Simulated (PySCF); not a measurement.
CuF, SMILES [Cu][F], multiplicity 1.

Geometry: PBE0-D3(BJ)/def2-TZVPD. The spin state was assumed, not searched.

Two levels are set side by side: PBE/def2-TZVPD (PySCF) and CAM-B3LYP/def2-TZVPD (PySCF). Same geometry, gas phase. Differences are taken from unrounded values.

```csv
quantity,CAM-B3LYP
orbital gap (eV),6.89
highest occupied level (eV),-9.16
lowest empty level (eV),-2.28
dipole moment (D),5.39
mean polarisability (bohr³),20.9
```

Problem. What does PBE give, and how far is it from CAM-B3LYP? (Estimate from the structure and the level; the computed values follow.)

Solution. 
| quantity | PBE | PBE minus CAM-B3LYP |
|---|---|---|
| orbital gap (eV) | 1.91 | -4.98 |
| highest occupied level (eV) | -6.05 | 3.12 |
| lowest empty level (eV) | -4.14 | -1.86 |
| dipole moment (D) | 4.64 | -0.75 |
| mean polarisability (bohr³) | 26.2 | 5.3 |

PBE's occupied levels lie high since its potential decays too fast outside the molecule; exact exchange lowers them and widens the gap. Loosely held outer electrons make PBE densities more polarisable. Differences between two approximate levels are no errors against the true value.

Rough cost on one machine, each run with all the roots and properties that it gave: CAM-B3LYP against PBE within a factor of 2.
